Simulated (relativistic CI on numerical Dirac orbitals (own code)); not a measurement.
**Spin-allowed bands of a d7 ion in a tetrahedral site, by hand**

Problem. Take Δ = 7700 cm⁻¹ and B = 870 cm⁻¹ for a d7 ion in a tetrahedral site. Calculate the three spin-allowed bands.

Working.
1. The terms of highest spin are 4F (energy 0) and 4P (15B = 13050 cm⁻¹). Here the F term splits into A2 at −1.2Δ = -9240, T2 at −0.2Δ = -1540 and T1 at +0.6Δ = 4620 cm⁻¹.
2. The two T1 states mix through the element 0.4Δ: H = [[4620, 3080], [3080, 13050]], with roots ½(H₁₁ + H₂₂) ∓ ½√[(H₂₂ − H₁₁)² + 4H₁₂²] = ½(17670) ∓ ½(10441) = 3615 and 14055 cm⁻¹.
3. The ground term is 4A2 at -9240 cm⁻¹.
4. Bands: 4T2 7700 cm⁻¹ (1299 nm), 4T1(F) 12855 cm⁻¹ (778 nm), 4T1(P) 23295 cm⁻¹ (429 nm).

Check. Exact diagonalisation of the whole d7 shell with these parameters gives 4T2 7700, 4T1 12855, 4T1 23295 cm⁻¹. The match is exact, since without spin-orbit coupling no other term has this spin. The ratio of the second band to the first, 1.669, depends on Δ/B = 8.9 alone, which is how a Tanabe-Sugano diagram is read.
